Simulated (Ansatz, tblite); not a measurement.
Cost and result up the ladder for Sn(SMe)H3 (CH6SSn) (9 atoms). The state is a singlet with charge 0. Geometry: r2SCAN-D4/def2-SVP.

Cartesian coordinates in Å:
```
Sn -0.7787 0.6042 1.2938
S 0.2262 -1.3728 0.3121
C 0.7935 -0.6721 -1.2827
H -0.0457 -0.2967 -1.8873
H 1.2733 -1.4966 -1.8291
H 1.5357 0.1276 -1.1398
H 0.4237 1.8115 1.5007
H -1.4280 0.1055 2.7928
H -2.0001 1.1896 0.2394
```

Ansatz on 4 threads of Intel Xeon Platinum 8259CL on a shared host; xTB runs through tblite on one thread. Times are rough, summed over both states, and most runs start from the orbitals of an earlier one. PBE0-D4/def2-TZVP serves as the yardstick here, not as an exact answer. The other state is a triplet.

In the def2 sets Sn takes a core potential; there is no spin–orbit coupling. The xTB rows come from tblite.

xTB has no spin-polarisation term.

```tsv
level	functions	vertical triplet (eV)	difference from PBE0-D4/def2-TZVP (eV)
r2SCAN-D4/def2-TZVP	154	4.40	-0.07
GFN2-xTB	28	4.16	-0.31
PBE-D4/def2-TZVP (with forces)	154	4.28	-0.18
PBE0-D4/def2-TZVP	154	4.46	0.00
GFN1-xTB	34	5.28	0.82
```

Q: Estimate how long each takes.

A: GFN2-xTB 0.015 s; GFN1-xTB 0.019 s; PBE-D4/def2-TZVP (with forces) 4.4 s; PBE0-D4/def2-TZVP 6.7 s; r2SCAN-D4/def2-TZVP 7.9 s. On shared hardware such times vary by a factor of up to 3.
